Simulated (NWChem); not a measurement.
Species: CH2Cl2F2Si; SMILES FC(F)[SiH](Cl)Cl

```xyz
8

F      0.1252     2.3482     0.6468
C      0.7633     1.3370     0.0040
F      0.6039     1.5034    -1.3274
Si    -0.0051    -0.3245     0.5745
Cl    -1.9402    -0.4145    -0.0851
Cl     1.1137    -1.8361    -0.2498
H      1.8438     1.4109     0.2347
H      0.0284    -0.4321     2.0517
```
Atoms are numbered in this order, from 1.

All runs use the structure optimised with PBE0/def2-SVP.

Problem. Give the principal values of the shielding tensors (ppm) of F1, C2, F3, Si4, Cl5 from BHandHLYP/pcSseg-1, GIAO (NWChem), with their diamagnetic and paramagnetic parts as GIAO splits them.

Solution. 
| atom | σ11 | σ22 | σ33 | isotropic | diamagnetic | paramagnetic |
|---|---|---|---|---|---|---|
| F1 | 220.5 | 346.5 | 466.4 | 344.5 | 473.6 | -129.1 |
| C2 | 54.4 | 70.1 | 79.4 | 68.0 | 244.7 | -176.7 |
| F3 | 224.5 | 347.3 | 479.1 | 350.3 | 473.6 | -123.3 |
| Si4 | 318.0 | 364.5 | 376.2 | 352.9 | 877.6 | -524.7 |
| Cl5 | 807.2 | 941.3 | 1045.0 | 931.2 | 1148.4 | -217.2 |
